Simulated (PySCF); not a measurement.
A species of formula C5H8ClF3Si has this rotational fingerprint, computed with PBE0/pcSseg-1 in PySCF (dipole) on a GFN2-xTB geometry, gas phase:

* Rotational constants: A = 2100, B = 521.2, C = 503.9 MHz
* Dipole components: |μa| = 1.70 D, |μb| = 0.89 D, |μc| = 1.04 D
* Inertial defect: -207.34 u·Å²
* κ: -0.98

**Question.** Which candidate fits, each taken in the one conformer that was computed?
A. `[F:1][C:2]([F:3])([F:4])[Si@@H:5]1[CH2:6][CH2:7][C@@H:8]([Cl:9])[CH2:10]1` with C2–Si5–C6–C7 -112°, Si5–C6–C7–C8 -28°, C6–C7–C8–Cl9 -66°, C7–C8–C10–Si5 -45°
B. `[CH3:1]/[C:2](=[CH:3]\[Cl:4])[C@@H:5]([SiH3:6])[C:7]([F:8])([F:9])[F:10]` with C1–C2–C5–Si6 95°
C. `[F:1][SiH2:2][C@:3]1([CH:4]([F:5])[F:6])[CH2:7][C@@H:8]([Cl:9])[CH2:10]1` with F1–Si2–C3–C4 173°, Si2–C3–C4–F5 170°, Si2–C3–C7–C8 -101°, C3–C7–C8–Cl9 -134°, C7–C8–C10–C3 14°, Si2–C3–C10–C8 102°

**Answer.** A. It is FC(F)(F)[Si@@H]1CC[C@@H](Cl)C1, a near-prolate asymmetric top, point group C1. The candidates at the same level (rigid rotor, commonest isotopes):

```tsv
SMILES	A (MHz)	B (MHz)	C (MHz)	μa (D)	μb (D)	μc (D)	Δ (u·Å²)	point group	rotor
F[SiH2][C@]1(C(F)F)C[C@@H](Cl)C1	1148	740.7	497.2	2.12	0.67	1.11	-106.32	C1	asymmetric top
FC(F)(F)[Si@@H]1CC[C@@H](Cl)C1	2100	521.2	503.9	1.70	0.89	1.04	-207.34	C1	near-prolate asymmetric top
C/C(=C\Cl)[C@@H]([SiH3])C(F)(F)F	1337	619.0	530.2	0.35	2.37	0.98	-241.21	C1	asymmetric top
```

`F[SiH2][C@]1(C(F)F)C[C@@H](Cl)C1` has A 45 % too low; `C/C(=C\Cl)[C@@H]([SiH3])C(F)(F)F` has A 36 % too low. No structure here is proved a minimum.
